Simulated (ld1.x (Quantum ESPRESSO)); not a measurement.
## lead (Pb): one change to a TM potential, before and after

lead, norm-conserving Troullier–Martins (Kleinman–Bylander form), made with ld1.x (Quantum ESPRESSO) 7.5 (PBE, scalar-relativistic). Core [Xe] 4f14, reference 5d10 6s1.5 6p2.5. Waves: 6s (bound): rc 1.95 bohr; 6p (bound): rc 2.05 bohr; 5d (bound): rc 1.60 bohr; 5f channel at -0.05 Ry: rc 1.80 bohr. Local part: the f channel. Core correction: none.

Change: wave 5f channel at -0.05 Ry: rc 1.80 bohr becomes 5f channel at 1.7 Ry: rc 1.80 bohr.

Cutoffs: the cutoffs (Ry, on a coarse ladder) from which the occupation-weighted sum of valence levels, in a spherical-Bessel basis at the reference potential, stays within 10 and 1 mRy of its value at 400 Ry; they do not see the model core or the augmentation charge, which bear on the density cutoff. Errors are all-electron minus pseudo energies relative to the spin-unpolarised reference configuration.

Problem. Predict the effect on cutoff, ghosts and configuration errors.

Solution. The potential gets neither clearly harder nor softer (55 Ry and 90 Ry → 55 Ry and 90 Ry); both files keep a bound ghost (p, s); the d channel binds one level more than in the base; of the 7 tests that both files solve, the error grows in 4 and shrinks in 2 by more than 15 % and 0.3 meV (median size 4.4 → 4.4 meV); the range in which the d phases agree narrows (upper end 2.1 → -1.3).

| quantity | base | changed |
| --- | --- | --- |
| cutoff, loose | 55 Ry | 55 Ry |
| cutoff, tight | 90 Ry | 90 Ry |
| loose cutoff by channel (10 mRy a level) | s 18 Ry, p 6 Ry, d 45 Ry | s 18 Ry, p 6 Ry, d 40 Ry |
| bound ghosts | s, p | s, p |
| error for 5d10 6s2 6p2, meV [ΔE -4.32 eV] | +0.8 | +1.9 |
| error for 5d10 6s2 6p1, meV [ΔE 2.26 eV] | -2.1 | -1.0 |
| error for 5d10 6s2 6p0, meV [ΔE 15.70 eV] | -5.1 | -4.4 |
| error for 5d10 6s1 6p0, meV [ΔE 48.11 eV] | +4.4 | +12 |
| error for 5d9 6s2 6p3, meV [ΔE 15.00 eV] | -133 | +281 |
| error for 5d10 6s1 6p2, meV [ΔE 11.78 eV] | -7.2 | -5.1 |
| error for 5d10 6s2 6p1.5, meV [ΔE -1.83 eV] | +0.1 | +1.2 |
| s: phases at 2.25 bohr within 0.05 rad from the reference energy up to (Ry; the scan ends near 5) | 3.6 | 3.5 |
| p: phases at 2.25 bohr within 0.05 rad from the reference energy up to (Ry; the scan ends near 5) | to the end of the scan | to the end of the scan |
| d: phases at 2.25 bohr within 0.05 rad from the reference energy up to (Ry; the scan ends near 5) | 2.1 | -1.3 |
| f: phases at 2.25 bohr within 0.05 rad from the reference energy up to (Ry; the scan ends near 5) | to the end of the scan | to the end of the scan |

 A true bound ghost makes a file unfit for plane-wave use even where its test errors are small: the radial tests pick states by their node count and pass the ghost by.
